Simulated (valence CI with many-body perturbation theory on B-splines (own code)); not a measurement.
**Cd⁴²⁺: key properties**

Calculated by configuration interaction combined with many-body perturbation theory (CI+MBPT): four valence electrons over a frozen Dirac-Fock core [He], a basis of 11 s, 11 p, 10 d, 8 f, 5 g, 2 h functions for each j, with the one-electron correlation potential Σ1, the two-electron term Σ2, the three-electron term Σ3, Breit, model QED; selected CI, second order for the rest, scaled by the run's own slope (own B-spline code, finite nucleus).

The last digits are not significant, and no measured levels were compared; by estimate large intervals hold to a few tenths of a per cent, small ones and those within an open d or f shell to about a per cent. Among the levels kept, up to 760 cm⁻¹ of a level comes from second order outside the variational space, and about a tenth of that is noise between levels of different J, which matters for small intervals.

Levels are named by their leading jj configuration (3d3/2^4 stands for four electrons in 3d with j = 3/2), which in mixed levels can hold well under half, so a name can repeat and another be missing.

Rates and lifetimes use the calculated energies. Strong lines usually hold to 10 to 20 %, long lifetimes can be off by a factor of two.

Task: What is the ground level?

Result: (2s^2 2p1/2^2) J=0, composition 72 % 2s2.2p2 3P + 27 % 2s2.2p2 1S.

Task: Among levels below 4762.0 eV, which E1 lines absorb most strongly from the ground level?

Result: to (2s^2 2p1/2 3d3/2) J=1 at 0.3072 nm, f = 1.48; to (2s 2p1/2^2 3p3/2) J=1 at 0.3006 nm, f = 0.392; to (2s 2p1/2^2 2p3/2) J=1 at 3.075 nm, f = 0.146.

Task: Where does the other parity begin?

Result: At (2s 2p1/2^2 2p3/2) J=2, 349.1 eV.

Task: How well does LS coupling describe the low levels?

Result: Among the lowest 20 levels the leading LS term, summed over configurations, holds 65 % on average. For single configurations the figures are 65 % in LS and 98 % in jj coupling. Terms mix most in the J = 1 level at 606.1 eV, where the leading one holds 38 %.

Task: What is the ionisation energy?

Result: 6881.5 eV; NIST lists 6869 ± 8 eV (semi-empirical).
